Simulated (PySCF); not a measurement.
Ti(Me)2(H)2 (C2H8Ti), SMILES [CH3][TiH2][CH3], multiplicity 1. Geometry: PBE-D3(BJ)/def2-SVP. The spin state was assumed, not searched. The structure was generated by enumeration; whether it is a known compound was not checked.

The numbers are results of PBE-D3(BJ)/def2-SVP (PySCF 2.14.0), not measurements.

Harmonic wavenumbers (cm⁻¹): 97, 100, 156, 250, 303, 317, 419, 461, 486, 533, 552, 607, 608, 1052, 1058, 1321, 1322, 1324, 1325, 1615, 1641, 2926, 2928, 3034, 3034, 3074, 3078. Rotational constants (GHz): 12.83, 5.005, 4.024; symmetry number 2.

Problem. Work out the zero-point energy and the ideal-gas rigid-rotor harmonic-oscillator thermochemistry at 298.15 K and 1 atm.

Solution. ZPE = ½ Σ hcν = ½ × 33622 cm⁻¹ = 201.11 kJ/mol. H − E(el) = 224.14 kJ/mol. Entropy in J/(mol K): translation 163.39, rotation 97.31, vibration 77.90, total 338.60. G − E(el) = 123.19 kJ/mol. Cp = 119.22 J/(mol K). Modes under 150 cm⁻¹ make the vibrational entropy uncertain.
